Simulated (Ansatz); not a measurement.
SnF₂. Charge 0, multiplicity 1. Geometry PBE0-D4/def2-TZVP; atoms count from 1.

```csv
atom,x (Å),y (Å),z (Å)
Sn1,0.445,0.347,0.654
F2,-1.373,-0.293,0.520
F3,0.928,-0.054,-1.174
```

In the def2 sets Sn takes a core potential; there is no spin–orbit coupling.

**Question.** Estimate the Mulliken populations from the PBE0/def2-TZVP orbitals of Ansatz.

**Answer.** 
```
atom  charge (e)
 Sn1        0.97
  F2       -0.49
  F3       -0.49
```
Mulliken values depend strongly on the basis.

**Question.** And the Mayer bond orders between heavy atoms (over 0.3)?

**Answer.** Sn1–F2 0.84 (1.93 Å); Sn1–F3 0.84 (1.93 Å).
